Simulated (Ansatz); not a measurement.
`CBO[SiH2]C` + H₂ → `BO[SiH2]C` + CH₄ at 700 K and 1 bar (hydrogenolysis of a B–C bond).

Gas-phase electronic energies from Ansatz, PBE0-D4/def2-TZVP geometries. CCSD(T)/CBS is the MP2 limit (def2-TZVPP, def2-QZVPP) plus CCSD(T) − MP2 in def2-TZVPP, frozen cores. This one scheme is used for every species. One conformer a species, not always the lowest.

```tsv
species	CCSD(T)/CBS energy (Eh)	H − E (kJ/mol)	S (J/(mol·K))
`CBO[SiH2]C`	-470.67588	378.2	519.2
H₂	-1.17544	46.8	155.3
`BO[SiH2]C`	-431.39483	285.2	445.7
CH₄	-40.46206	145.9	224.0
```

H − E and S are ideal-gas, rigid-rotor, harmonic terms from PBE0-D4/def2-TZVP, for one conformer and one mirror image of each species. For small species the MP2-based limit differs from directly extrapolated CCSD(T) by up to some mEh (0.8 for H₂); such offsets cancel only in part. 1 Eh = 2625.50 kJ/mol, R = 8.31446 J/(mol·K).

**Question.** By hand: ΔE, ΔH, ΔS and ΔG.

**Answer.** ΔE = (-431.39483) + (-40.46206) − (-470.67588) − (-1.17544) = -0.00557 Eh = -14.6 kJ/mol. Δ(H − E) = 285.2 + 145.9 − 378.2 − 46.8 = 6.1, so ΔH = -8.5 kJ/mol. ΔS = 445.7 + 224.0 − 519.2 − 155.3 = -4.8 J/(mol·K). ΔG = -8.5 − 700 × (-4.8)/1000 = -5.1 kJ/mol.

**Question.** By hand: the equilibrium constant, and the temperature at which ΔG would vanish if ΔH and ΔS stayed fixed.

**Answer.** log₁₀ K = −ΔG/(RT ln 10) = 0.4. ΔG = 0 at ΔH/ΔS = 1771 K, though so small a ΔH makes that figure unsure.

TΔS isn't small against ΔH here. The sign of ΔG lies within the doubt. A doubt of 5 kJ/mol in ΔE shifts log₁₀ K by 0.4 here. Other conformers and mirror images would add mixing entropy, several J/(mol·K) or more a flexible species. Modes under 60 cm⁻¹, often nearly free rotors, make the harmonic entropy too high. These are equilibria of isolated gas molecules and say nothing of rates. Largest T1 diagnostic: 0.012 (customary marks: 0.02 for closed shells, 0.045 for open ones).
